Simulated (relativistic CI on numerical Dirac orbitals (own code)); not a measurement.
**Hyperfine structure of Pm XLVII, mass number 147**

Calculated at this level of theory: Dirac-Coulomb-Breit CI, KLI orbitals optimised for each configuration, a model potential for QED, unscaled Slater integrals (own radial code, finite nucleus).

Configurations in the expansion (outside the closed core [Ne]): 3s²3p³, 3s3p⁴, 3s²3p²3d, 3p⁵, 3s3p³3d, 3p⁴3d, 3s3p²3d², 3s²3p3d4p, 3p⁴4s, 3s3p²3d4s, 3p⁴4p, 3s²3p²4s, 3s²3p3d², 3s²3d³, 3s3p3d³, 3s²3d²4s, 3p³3d², 3p²3d³, 3p²3d²4s, 3s²3p3d4s, 3s3p3d²4s, 3s²3d4s², 3s3p²3d4p, 3s3p3d²4p, 3p²3d²4p, 3s3p3d4s4p. Double excitations out of closed p, d and f shells are left out; levels of such configurations are missing from the list, as are those of other unlisted configurations, and high levels can miss mixing partners.

Nuclear spin I = 7/2, μ = 2.58 μN, Q = 0.74 b (tables of Stone and Pyykkö). The electronic factors are computed for point nuclear moments, without core polarisation or the Bohr-Weisskopf and QED corrections.

| Level | E (cm⁻¹) | A (GHz) | B (GHz) |
| --- | --- | --- | --- |
| 3s²3p³ ²D°5/2 | 1135909 | 179.9 | -0.118 |
| 3s²3p³ ²P°1/2 | 1232315 | 573.9 |  |
| 3s3p⁴ ⁴P5/2 | 2109752 | 369.3 | 60.7 |
| 3s3p⁴ ²S1/2 | 2295739 | 1552 |  |
| 3s²3p³ ²P°3/2 | 2301216 | 83.83 | -165 |
| 3s²3p²3d ⁴D1/2 | 2507411 | 209.7 |  |

Levels with J = 0, under 50 % of one LS term, or S terms without an open s electron are left out. Small factors come from cancelling terms and can be off by tens of per cent or more.

At this charge energies of transitions that change n are usually good to better than 1 %, and those within a shell (Δn = 0) to a few per cent.

Give the hyperfine levels of 3s²3p³ ²P°1/2 relative to its centre of gravity.

With K = F(F + 1) − I(I + 1) − J(J + 1), E = AK/2: F = 3: -1291, F = 4: 1004 GHz.

LS names give the leading component of a level, which can be under half, so a name can repeat, a term be missing and a line seem to break the LS rules.
